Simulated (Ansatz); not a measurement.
Input for Ansatz (a first-principles code): U-B3LYP/def2-TZVPP on AlBrFH (SMILES [F][AlH][Br]), a point of a bond scan (R = 7.189 Å).

Ansatz 0.2 input:
```yaml
crystal:
  periodic: [false, false, false]
  atoms:
    - {symbol: Al, position_ang: [0.14258516, -1.02185598, 0.68600121]}
    - {symbol: H, position_ang: [-0.74582044, -2.28637816, 0.87330814]}
    - {symbol: F, position_ang: [1.56773011, -0.90210632, 1.50144871]}
    - {symbol: Br, position_ang: [-1.70498860, 4.41397688, -3.63988721]}
basis:
  gaussian:
    orbitals: def2-TZVPP
hamiltonian:
  xc: {name: B3LYP}
magnetization: {spin_polarized: true, initial_magnetization: 0}
```

The head of its log:

```
WARN ansatz: RAYON_NUM_THREADS=1 ignored (pool sized by the plan → 1); use --threads N
Functional definition: B3LYP
integrals: 0.04 GiB planned
921 factors; their error is unknown
mean field: 0.65 GiB planned
mean field evaluation 1: about -79371.0642 eV, gradient 3.2e1 eV
mean field evaluation 2: about -79145.9150 eV, gradient 9.3e1 eV
```

### Question
Give the final energy of this run.

### Answer
-2917.1151 hartree. Its determinant has ⟨S²⟩ = 0.86, a mixture of spin states.
